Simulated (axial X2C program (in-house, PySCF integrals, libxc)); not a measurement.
# Photoelectron levels of Ca₂ by EOM-IP-CCSD

Computed with an in-house all-electron X2C program for linear molecules (integrals from PySCF): two-component X2C with atomic mean-field Coulomb and Gaunt terms, Gaussian nuclei, basis Ca dyall-cv3z with contracted cores.

R = 4.616 Å (1.090 times 4.235 Å, the PBE0 minimum at charge 0 for the lowest determinant).

Vertical ionisation energies of Ca₂ to the states of Ca₂⁺:

```tsv
Ω of Ca₂⁺	vertical IE (eV)	above lowest (cm⁻¹)	ionised spinor	one-hole weight
1/2	5.273	0	80% Ca sσ, 16% Ca pσ	0.94
1/2	6.308	8343	92% Ca sσ	0.82
```

This point took 17 s on 1 thread of Intel(R) Xeon(R) 6975P-C (Granite Rapids) (shared host).

Reference electrons by ω block (each with its −ω partner): 1/2: 16, 3/2: 4. 20 electrons of Ca₂ correlated (inner shells frozen), 82 natural virtual spinors (a truncated set); levels can be off by some tenths of an eV. Roots sought by Ω: (1/2: 4, 3/2: 3, 5/2: 1); the list ends where they run out and leaves out roots under 60 % one-particle weight. The solver can skip a root, and states that need a further excitation, which the method places far too high, are missing though they may lie low or lowest. T1 of the reference 0.014 (Lee–Taylor). Number of frozen shells: Ca 2 s, 1 p. g and u states are not told apart.
